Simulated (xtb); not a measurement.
H4OSi2, SMILES O[Si][SiH3] (connectivity only; charge and spin as stated), neutral, multiplicity 1. All values are semi-empirical tight-binding results from xtb (GFN2-xTB unless named), good for trends rather than for accurate numbers. Coordinates come from a GFN2-xTB optimisation. Other conformers were not sampled.

```json
{
  "point_group_as_xtb_finds_it": "Cs",
  "orbital_gap": "2.00 eV",
  "dipole_moment": "1.57 D",
  "zero_point_energy": "22.7 kcal/mol",
  "G − E(el) at 298.15 K (modified RRHO)": "4.7 kcal/mol",
  "static polarisability (D4 model)": "69.7 bohr³",
  "solvation energy, GFN2-xTB/ALPB(water)": "-4.4 kcal/mol",
  "solvation energy, GFN2-xTB/ALPB(dmso)": "-6.6 kcal/mol"
}
```
